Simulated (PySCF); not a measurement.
# A parent and its derivatives

Computed with TDDFT PBE0/def2-SVPD, vertical, gas phase, core orbitals frozen in the response (PySCF 2.14.0, density-fitted response routines). Geometries: GFN2-xTB; one conformer of each isolated species. Triplets are in the Tamm–Dancoff approximation. 'Strongest' means the level of largest summed f among the lowest 8 singlets; it needn't be the same kind of state in each.

Parent: `C[C@H]([SiH3])C#N`, with lowest singlet excitation energy 7.32 eV, LUMO energy -0.07 eV, oscillator strength of the strongest level 0.10, HOMO–LUMO gap 8.62 eV. Its spectrum: 169 nm (f 0.005); 162 nm (f 0.048); 159 nm (f 0.024); 156 nm (f 0.006); 150 nm (f 0.032).

Shifts from the parent:

```json
{"change": "H on C replaced by OSiH3", "SMILES": "N#C[C@H]([SiH3])CO[SiH3]", "Δ S1 (eV)": "-0.33", "Δ LUMO (eV)": "-0.26", "Δ f (strongest)": "-0.05", "Δ gap (eV)": "-0.35"}
{"change": "H on C replaced by CHO", "SMILES": "N#C[C@H]([SiH3])CC=O", "Δ S1 (eV)": "-2.92", "Δ LUMO (eV)": "-1.34", "Δ f (strongest)": "-0.06", "Δ gap (eV)": "-1.83"}
```

Task: Predict the same shifts for this change: H on C replaced by CH2CN (`N#CCC[C@H]([SiH3])C#N`).

Result: Δ lowest singlet excitation energy +0.06 eV, Δ LUMO energy -0.24 eV, Δ oscillator strength of the strongest level -0.04, Δ HOMO–LUMO gap +0.09 eV. Spectrum: 7.38 eV (f 0.004); 7.72 eV (f 0.057); 7.80 eV (f 0.011); 7.84 eV (f 0.011); 7.99 eV (f 0.004). S1 falls most with H on C replaced by CHO (-2.92 eV), and it rises most with H on C replaced by CH2CN (+0.06 eV). S1 is simply the lowest singlet of each species and needn't be the same kind of state throughout.

Lowest levels of each derivative:
- `N#C[C@H]([SiH3])CO[SiH3]`: 6.99 eV (f 0.003); 7.31 eV (f 0.003); 7.50 eV (f 0.033)
- `N#CCC[C@H]([SiH3])C#N`: 7.38 eV (f 0.004); 7.72 eV (f 0.057); 7.80 eV (f 0.011)
- `N#C[C@H]([SiH3])CC=O`: 4.40 eV (f 0.000); 6.45 eV (f 0.001); 7.04 eV (f 0.004)
